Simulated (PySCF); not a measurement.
Al2(mu-NH2)2(Cl)4, H₄Al₂Cl₄N₂, singlet, B3LYP/def2-SVP optimised geometry.

```
12

Al    -0.35    -1.28     0.00
Al    -1.75     0.37     1.81
N     -1.05     0.55     0.00
H     -1.77     0.73    -0.71
H     -0.34     1.28    -0.11
Cl     1.77    -1.28     0.00
Cl    -1.43    -2.50    -1.35
N     -1.05    -1.46     1.81
H     -1.77    -2.18     1.92
H     -0.34    -1.64     2.53
Cl    -0.67     1.59     3.17
Cl    -3.87     0.37     1.82
```

Density from B3LYP/def2-TZVP run with PySCF 2.14.0 at that geometry.

Minimum of the electron density along straight lines between bonded atoms, close to the bond critical point (lines longer than 1.1 times the sum of covalent radii, or with two minima, are not listed):

| bond | length / Å | ρ at the minimum / e bohr⁻³ | ∇²ρ there / e bohr⁻⁵ | position (fraction from the first atom) |
|---|---|---|---|---|
| Al1–N3 | 1.952 | 0.072 | 0.31 | 0.41 |
| Al2–N3 | 1.952 | 0.072 | 0.31 | 0.41 |
| N3–H4 | 1.024 | 0.325 | -1.53 | 0.74 |
| N3–H5 | 1.024 | 0.325 | -1.53 | 0.74 |
| Al1–Cl6 | 2.119 | 0.072 | 0.28 | 0.38 |
| Al1–Cl7 | 2.119 | 0.072 | 0.28 | 0.38 |
| Al1–N8 | 1.952 | 0.072 | 0.31 | 0.41 |
| Al2–N8 | 1.952 | 0.072 | 0.31 | 0.41 |
| N8–H9 | 1.024 | 0.325 | -1.53 | 0.74 |
| N8–H10 | 1.024 | 0.325 | -1.53 | 0.74 |
| Al2–Cl11 | 2.119 | 0.072 | 0.28 | 0.38 |
| Al2–Cl12 | 2.119 | 0.072 | 0.28 | 0.38 |
